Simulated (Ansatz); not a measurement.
## A correction line for PBE0-D4/def2-TZVPP: atomisation energy

The atomisation energy (no zero-point term) in kJ/mol of 7 Si-containing radicals: x at PBE0-D4/def2-TZVPP, y at CCSD(T)/CBS estimate. Shapes, held fixed at every level: PBE0-D4/def2-TZVP. Flexible molecules stand in one conformer, not always the lowest. Programs: Ansatz 0.2.0.

| molecule | x (kJ/mol) | y (kJ/mol) |
| --- | --- | --- |
| SiH(OH)2(SiH2) | 2981 | 3034 |
| Si2H5O2 (SMILES O[SiH2]O[SiH2]) | 3056 | ? |
| SiH2(CH3)(SiH2) | 3113 | 3123 |
| Si3H7O (SMILES [SiH3]O[SiH][SiH3]) | 3347 | 3408 |
| SiH(CH3)2 | 3505 | 3493 |
| C2H8NSi (SMILES CC[SiH]N) | 4278 | 4264 |
| C2H7O2Si (SMILES CO[Si](C)O) | 4572 | 4587 |

Question: Fit y = c + s·x to the known rows and predict y for Si2H5O2.

Answer: 
1. Means of the 6 rows: x = 3632.67, y = 3651.5.
2. Σ(Δx)² = 2091429, Σ(Δx·Δy) = 2040856, so the slope is 2040856/2091429 = 0.97582.
3. Intercept: 3651.5 − (0.97582) × 3632.67 = 106.7. The largest residual of the fit is 35.
4. Si2H5O2: 106.7 + 0.97582 × 3056 = 3089 kJ/mol.

CCSD(T)/CBS estimate gives 3126 kJ/mol, so the prediction is off by -37 kJ/mol, about the largest residual. Uncorrected, PBE0-D4/def2-TZVPP misses Si2H5O2 by -70 kJ/mol, and the other rows by 28 on average. The line removes about 45 % of this miss. Left out in turn, the other rows are missed by 36 kJ/mol on average, worse than no correction. Open shells run unrestricted. The CBS estimate extrapolates MP2 from def2-TZVPP and def2-QZVPP and adds CCSD(T) − MP2 in the triple-zeta set, cores frozen.
